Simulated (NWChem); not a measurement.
Molecule: AlH$_{2}$O$_{2}$Cl; SMILES [OH][Al]([OH])[Cl]

```xyz
6

Al    -0.0059     0.4153     0.0000
Cl    -0.0041    -1.6749     0.0000
O     -1.5020     1.1952     0.0000
H     -1.6202     2.1462     0.0000
O      1.4332     1.3041     0.0000
H      2.3169     0.9336     0.0000
```
Atoms are numbered in this order, from 1.

Program: NWChem. Pople sets run with spherical d functions. All runs use the structure optimised with PBE0/def2-SVP.

Problem. Predict the results for Hartree-Fock/6-31G*. Quantities: highest occupied level (eV); orbital gap (eV); dipole (D).

Solution. The highest occupied level (eV) comes out as -12.61. The orbital gap (eV) is 14.96. The dipole (D) is 2.30.
